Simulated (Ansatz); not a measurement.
Total energies of AlB₆ (the lowest doublet isomer of a short search) from Ansatz at r2SCAN0-D4/def2-TZVP, gas phase (1 Eh = 27.2114 eV = 2625.5 kJ/mol). The reference geometry is relaxed at r2SCAN-D4/def2-SVP.

Cartesian coordinates in Å:
```
Al -0.219 0.005 -1.620
B -0.799 1.142 0.691
B 1.593 -0.164 -0.596
B 0.953 -1.146 0.447
B -0.539 -0.648 0.696
B -1.695 0.167 -0.150
B 0.705 0.645 0.532
```

```
                 state   geometry  energy (Eh)
      charge 0 doublet  reference   -391.18346
      charge 1 singlet  reference   -390.88308
free Al atom (doublet)          –   -242.32807
 free B atom (doublet)          –    -24.63894
```

**Question.** Work out the vertical ionisation energy to the singlet.

**Answer.** E(charge 1 singlet) − E(charge 0 doublet) = -390.88308 − (-391.18346) = 0.30038 Eh = 8.17 eV. For comparison, −ε of the highest occupied level of the spin that leaves is 6.65 eV at this level, 1.52 eV less.

**Question.** What is the binding energy per atom against free atoms?

**Answer.** Atoms: 1 × (-242.32807) + 6 × (-24.63894) = -390.16171 Eh. Binding: -390.16171 − (-391.18346) = 1.02175 Eh = 27.80 eV, or 3.97 eV for each of 7 atoms (no zero-point energy, no counterpoise term).

At r2SCAN0-D4/def2-TZVP the charge 0 doublet is spin-contaminated (final ⟨S²⟩ up to 0.88, 0.75 for a pure state). The restricted singlet is unstable towards broken spin symmetry in Hartree–Fock (as tested in another run); at r2SCAN0-D4/def2-TZVP this wasn't settled. 

The structure comes from a short search, and lower isomers may exist.
